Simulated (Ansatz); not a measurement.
Mulliken charges of `O/C=N/[SiH3]` from PBE/def2-TZVPP in Ansatz (PBE0-D4/def2-TZVP geometry).

```
atom   x (Å)   y (Å)   z (Å)  charge (e)
  O1  -1.105   2.148   0.303      -0.207
  C2  -0.409   1.019   0.453       0.086
  N3  -0.259   0.174  -0.464      -0.271
 Si4   0.632  -1.298  -0.315       0.308
  H5  -1.436   2.151  -0.608       0.202
  H6  -0.009   0.962   1.472       0.079
  H7   1.219  -1.462   1.049      -0.080
  H8  -0.274  -2.440  -0.592      -0.058
  H9   1.729  -1.301  -1.315      -0.058
```

Q: By hand: the dipole of these point charges (1 e Å = 4.8032 D).

A: Σ q r = (-0.014, 0.040, 0.025) e Å, of length 0.049 e Å = 0.24 D.

Q: How does the dipole of the full density compare? (Best estimate.)

A: The calculation gave: (-0.046, 0.114, 0.051) e Å, 0.64 D; the point charges give 0.38 times that, at 8° from its direction.

Point charges leave out the atoms' own dipoles, such as those of lone pairs, and Mulliken's split depends on the basis, so the two needn't agree.
